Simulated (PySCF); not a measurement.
**Stationary points of CaF₂**

These are results of PBE in PySCF with Ca def2-TZVP, F def2-TZVP; no relativity; density-fitted integrals, not measurements.

Relaxations began from a few typed shapes. The search is not exhaustive: other isomers or separated fragments can lie lower, and high-lying points may rest on an excited occupation.

(1) Order these stationary points by electronic energy, lowest first, in kJ/mol from the lowest minimum.
A. singlet D∞h: Ca–F 2.019 Å (×2); F–Ca–F 180.0°
B. singlet C2v: Ca–F 1.999 Å (×2); F–Ca–F 139.3°

(2) Which of them are minima?

Answers

(1) B (0.0), A (4.7).

(2) By energy in kJ/mol, 0.0: minimum; 4.7: saddle point, 2 imaginary modes.

Counting electrons, calcium keeps none of its valence electrons outside its bonds, so the VSEPR class is AX2 and the expected shape is linear (D∞h). The calculation gives C2v instead. Heavy alkaline-earth centres are the known exception: their polarisable core and low (n−1)d orbitals favour bending; the Mulliken d population here is 0.58.
